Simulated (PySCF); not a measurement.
## Indirect couplings

Geometry (Å), atoms numbered from 1 in this order:
```xyz
13

Ti    0.048   -0.015    0.001
N     0.000   -0.003    2.212
H    -0.472    0.841    2.535
H     0.945   -0.032    2.590
H    -0.533   -0.803    2.554
N    -0.010    0.001   -2.209
H     0.442    0.836   -2.579
H    -0.991    0.022   -2.488
H     0.413   -0.841   -2.597
F     1.805   -0.018    0.349
F    -1.721   -0.016    0.311
F     0.053    1.750   -0.320
F     0.051   -1.774   -0.337
```

Method: PBE/pcJ-1 (pcSseg-1 on Ti) (spin–dipole term only in couplings to heteroatoms)//PBE0-D3(BJ)/def2-SVP, PySCF 2.14; isolated molecule, single conformer, non-relativistic. Couplings are averaged over pairs made equivalent by symmetry, fast rotation or ring inversion, so a value needn't be that of the named pair in this geometry, while other rotamers aren't included; one pair stands for each set, and the list holds those of at least 0.8 Hz over up to four bonds.

Isotopes: ¹⁵N, ¹H, ¹⁹F.

| pair | bonds | J (Hz) |
| --- | --- | --- |
| N2, H3 | 1 | -64.8 |
| N2, N6 | 2 | 2.6 |
| N2, F10 | 2 | ? |
| H3, H4 | 2 | -8.2 |
| F10, F11 | 2 | 154.5 |
| H3, F10 | 3 | ? |

Task: Estimate the withheld couplings, with signs.

Result: 
- ²J(N2,F10) = -7.2 Hz (mean over equivalent pairs that range from -14.0 to -0.8 Hz in this conformer)
- ³J(H3,F10) = 1.7 Hz (mean over equivalent pairs that range from -0.8 to 10.2 Hz in this conformer)
